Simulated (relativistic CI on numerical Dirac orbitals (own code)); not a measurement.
**Slater and spin-orbit integrals, Pt³¹⁺**

Calculated at this level of theory: Dirac-Coulomb-Breit CI, KLI orbitals optimised for each configuration, QED by a radiative potential, unscaled Slater integrals (own radial code, finite nucleus).

Slater integrals F^k, G^k are unscaled and averaged over j, outside the closed core [Ar] 3d10; ζ comes from projecting the Hamiltonian with its Breit term on Σ l·s of the shell.

- 4s2.4p6.4d10.4f: ζ(4f) = 12145 cm⁻¹; <r>(4f) = 0.3958, <r^2>(4f) = 0.1789 (bohr units).
- 4s2.4p6.4d9.4f2: ζ(4d) = 68672, F^2(4f,4f) = 265680, F^4(4f,4f) = 173520, F^6(4f,4f) = 127010, F^2(4d,4f) = 241970, F^4(4d,4f) = 157620, G^1(4d,4f) = 254780, G^3(4d,4f) = 173790, G^5(4d,4f) = 127120, ζ(4f) = 12032 cm⁻¹; <r>(4d) = 0.4156, <r^2>(4d) = 0.1976, <r>(4f) = 0.3964, <r^2>(4f) = 0.1795 (bohr units).
- 4s2.4p6.4d10.5p: ζ(5p) = 208200 cm⁻¹; <r>(5p) = 0.7474, <r^2>(5p) = 0.6253 (bohr units).

Averages of the first 10 configurations, taken without configuration mixing, which lowers the lowest level and can move excited configurations by several eV; other configurations of the list can lie among them:

```
    Configuration  Parity  States  Average energy above the lowest level (eV)
  4s2.4p6.4d10.4f     odd      14                                         3.8
  4s2.4p6.4d9.4f2    even     910                                       238.9
  4s2.4p6.4d10.5s    even       2                                       199.7
  4s2.4p6.4d10.5p     odd       6                                       275.7
 4s2.4p5.4d10.4f2     odd     546                                       483.7
  4s2.4p6.4d10.5d    even      10                                       373.5
  4s.4p6.4d10.4f2    even     182                                       674.0
 4s2.4p4.4d10.4f3     odd    5460                                       964.2
4s2.4p6.4d9.4f.5s     odd     280                                       432.4
  4s2.4p6.4d9.5s2    even      10                                       638.0
```
